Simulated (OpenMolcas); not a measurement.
An atom or ion with 71 electrons was computed by MS-CASPT2, IPEA 0.25 Eh, imaginary shift 0.1 Eh with spin-orbit coupling (OpenMolcas, ANO-RCC-VQZP, DKH2). The lowest levels that the run gave, each within 12 % of the measured value where one is at hand:

```csv
J,Parity,E (cm-1),g
3/2,even,0.0,0.800
5/2,even,1891,1.200
3/2,even,17330,0.410
5/2,even,17940,1.030
7/2,even,18850,1.238
9/2,even,19900,1.332
1/2,even,23000,2.651
5/2,even,23040,1.321
3/2,even,23380,1.572
3/2,even,24330,0.978
5/2,even,24440,1.139
5/2,even,25670,1.197
```

Question: Which ion is it, and what are the configurations and terms?

Answer: neutral lutetium (Z = 71, neutral; active space 3 electrons in 6 orbitals (5d 6s)). J, parity and g give the terms where levels are pure, and mixed ones are named by the computed weights; the size of the splittings, set against known spectra of the 71-electron sequence, gives the charge. In order, with the measured energies in cm-1 (NIST Handbook of Basic Atomic Spectroscopic Data): 5d 6s2 2D 3/2, 5d 6s2 2D 5/2 (1994), 5d2 6s 4F 3/2 (18851), 5d2 6s 4F 5/2 (19403), 5d2 6s 4F 7/2 (20247), 5d2 6s 4F 9/2 (21242), 5d2 6s 4P 1/2 (21472), 5d2 6s 2D 5/2 [46 %], 5d2 6s 4P 3/2 (22468), 5d2 6s 2D 3/2 [75 %] (24518), 5d2 6s 2F 5/2 [60 %], 5d2 6s 2D 5/2 [48 %].

CASPT2 does not keep the components of a term degenerate, so their means are used; among the terms shown or strongly mixed into the levels shown the widest spread is 980 cm-1 (5d2 6s 2F). Over all roots computed the reference weight is 0.86 to 0.93; the roots of lowest weight are the least certain, and an intruder state may touch them. Some high roots are left out of the spin-orbit mixing, which shifts the levels that they would mix with. Some levels mix across a computed gap that differs much from the measured one, so their mixing is not that of the real levels. A single d shell beside an s shell can misplace configurations of different d count against each other. Measured partners are found by configuration, term and J. A level has none where our copy of the source lacks it or the pairing is in doubt (some pairs that miss far off the trend of their configuration count as doubtful), and it then counts in no deviation. Only configurations of the active space appear.

A share in square brackets marks a mixed level and gives the weight of the term that names it.
